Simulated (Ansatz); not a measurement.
A single point on `[OH][Ga-]([OH])([OH])[SH2+]`.

```yaml
crystal:
  periodic: [false, false, false]
  atoms:
    - {symbol: O, position_ang: [-1.774228, 0.121249, 0.058773]}
    - {symbol: Ga, position_ang: [-0.111656, -0.573890, 0.083789]}
    - {symbol: O, position_ang: [0.777936, -0.554859, 1.646326]}
    - {symbol: O, position_ang: [0.335460, -1.789851, -1.154303]}
    - {symbol: S, position_ang: [1.021063, 1.569335, -0.874414]}
    - {symbol: H, position_ang: [-2.121934, 0.264677, 0.941283]}
    - {symbol: H, position_ang: [1.400698, -1.280231, 1.725118]}
    - {symbol: H, position_ang: [-0.396876, -2.008672, -1.733870]}
    - {symbol: H, position_ang: [-0.183938, 2.137204, -1.059907]}
    - {symbol: H, position_ang: [1.136672, 2.063836, 0.370205]}
basis:
  gaussian: {orbitals: def2-QZVPP}
correlation: {method: mp2}
```

```sh
$ ansatz run in.yaml --threads 4 --pin off --events-out ev --progress --plain --max-ram 10444MiB
```

Output, abridged:

```
Functional definition: HF
2987 factors; integrals over basis functions are off by at most 1.0e-3 eV
mean field evaluation 1: about -69341.9903 eV, gradient 6.6e1 eV
mean field evaluation 2: about -69342.1235 eV, gradient 6.6e1 eV
mean field evaluation 4: about -69349.9422 eV, gradient 4.4e0 eV
mean field evaluation 8: about -69350.0248 eV, gradient 5.9e-1 eV
mean field -69350.02631881 eV, -2548.5664600800 hartree, gradient 2.3e-6 eV, S^2 0.000000; 0 other end points of the search recorded, 0 dependent functions left out
17 core orbitals not correlated: weight in the atoms' cores, before any rotation towards them, 1.000 or more for the frozen orbitals, at most 0.000 for the correlated occupied ones
reference -69350.02631881 eV, -2548.5664600800 hartree; 21, 21 occupied and 442, 442 virtual orbitals, 2987 factors
second order -40.22768292 eV of doubles, -0.00000000 eV of singles
Total energy: -69390.25400173 eV, -2550.0448001599 hartree
```

It took 24 s on 4 threads of an Arm Neoverse V2 on a shared host, with 2.9 GiB of host memory at the peak.
